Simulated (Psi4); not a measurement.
Interaction energy of CH2O2 ··· H4Si (SMILES O=CO and [SiH4]). Monomers: optimised at B3LYP-D3(BJ) (def2-TZVP), held rigid. Orientation: lowest of the rigid-body minima from ten starts at GFN2-xTB. R is the distance of the centres of mass, along which the second monomer moves.

Levels of theory: PBE/def2-TZVP, counterpoise-corrected (Psi4); PBE-D3(BJ)/def2-TZVP, counterpoise-corrected (Psi4); wB97X-D/def2-TZVP, counterpoise-corrected (Psi4).

Interaction energies in kcal/mol; the last columns give the difference from wB97X-D:

```json
[
 {"R / Å": "2.80", "PBE/def2-TZVP": "7.53", "PBE-D3(BJ)/def2-TZVP": "5.60", "wB97X-D/def2-TZVP": "7.83", "PBE/def2-TZVP − wB97X-D/def2-TZVP": "-0.30", "PBE-D3(BJ)/def2-TZVP − wB97X-D/def2-TZVP": "-2.23"},
 {"R / Å": "3.02", "PBE/def2-TZVP": "2.26", "PBE-D3(BJ)/def2-TZVP": "0.52", "wB97X-D/def2-TZVP": "1.83", "PBE/def2-TZVP − wB97X-D/def2-TZVP": "0.43", "PBE-D3(BJ)/def2-TZVP − wB97X-D/def2-TZVP": "-1.32"},
 {"R / Å": "3.24", "PBE/def2-TZVP": "-0.03", "PBE-D3(BJ)/def2-TZVP": "-1.57", "wB97X-D/def2-TZVP": "-0.81", "PBE/def2-TZVP − wB97X-D/def2-TZVP": "0.78", "PBE-D3(BJ)/def2-TZVP − wB97X-D/def2-TZVP": "-0.77"},
 {"R / Å": "3.41", "PBE/def2-TZVP": "-0.76", "PBE-D3(BJ)/def2-TZVP": "-2.14", "wB97X-D/def2-TZVP": "-1.62", "PBE/def2-TZVP − wB97X-D/def2-TZVP": "0.86", "PBE-D3(BJ)/def2-TZVP − wB97X-D/def2-TZVP": "-0.52"},
 {"R / Å": "3.64", "PBE/def2-TZVP": "-1.06", "PBE-D3(BJ)/def2-TZVP": "-2.23", "wB97X-D/def2-TZVP": "-1.87", "PBE/def2-TZVP − wB97X-D/def2-TZVP": "0.81", "PBE-D3(BJ)/def2-TZVP − wB97X-D/def2-TZVP": "-0.36"},
 {"R / Å": "3.84", "PBE/def2-TZVP": "-1.04", "PBE-D3(BJ)/def2-TZVP": "-2.02", "wB97X-D/def2-TZVP": "-1.71", "PBE/def2-TZVP − wB97X-D/def2-TZVP": "0.67", "PBE-D3(BJ)/def2-TZVP − wB97X-D/def2-TZVP": "-0.31"},
 {"R / Å": "4.14", "PBE/def2-TZVP": "-0.84", "PBE-D3(BJ)/def2-TZVP": "-1.58", "wB97X-D/def2-TZVP": "-1.29", "PBE/def2-TZVP − wB97X-D/def2-TZVP": "0.46", "PBE-D3(BJ)/def2-TZVP − wB97X-D/def2-TZVP": "-0.29"},
 {"R / Å": "4.41", "PBE/def2-TZVP": "-0.64", "PBE-D3(BJ)/def2-TZVP": "-1.20", "wB97X-D/def2-TZVP": "-0.95", "PBE/def2-TZVP − wB97X-D/def2-TZVP": "0.32", "PBE-D3(BJ)/def2-TZVP − wB97X-D/def2-TZVP": "-0.25"},
 {"R / Å": "4.91", "PBE/def2-TZVP": "-0.35", "PBE-D3(BJ)/def2-TZVP": "-0.68", "wB97X-D/def2-TZVP": "-0.54", "PBE/def2-TZVP − wB97X-D/def2-TZVP": "0.18", "PBE-D3(BJ)/def2-TZVP − wB97X-D/def2-TZVP": "-0.14"},
 {"R / Å": "5.63", "PBE/def2-TZVP": "-0.13", "PBE-D3(BJ)/def2-TZVP": "-0.28", "wB97X-D/def2-TZVP": "-0.23", "PBE/def2-TZVP − wB97X-D/def2-TZVP": "0.10", "PBE-D3(BJ)/def2-TZVP − wB97X-D/def2-TZVP": "-0.05"},
 {"R / Å": "6.62", "PBE/def2-TZVP": "-0.03", "PBE-D3(BJ)/def2-TZVP": "-0.09", "wB97X-D/def2-TZVP": "-0.08", "PBE/def2-TZVP − wB97X-D/def2-TZVP": "0.05", "PBE-D3(BJ)/def2-TZVP − wB97X-D/def2-TZVP": "-0.01"},
 {"R / Å": "7.87", "PBE/def2-TZVP": "-0.01", "PBE-D3(BJ)/def2-TZVP": "-0.03", "wB97X-D/def2-TZVP": "-0.03", "PBE/def2-TZVP − wB97X-D/def2-TZVP": "0.02", "PBE-D3(BJ)/def2-TZVP − wB97X-D/def2-TZVP": "0.00"}
]
```

PBE/def2-TZVP is furthest from wB97X-D/def2-TZVP at 3.41 (0.86 kcal/mol, above); its mean absolute difference over the points is 0.41 kcal/mol.

PBE-D3(BJ)/def2-TZVP is furthest from wB97X-D/def2-TZVP at 2.80 (-2.23 kcal/mol, below); its mean absolute difference over the points is 0.52 kcal/mol.
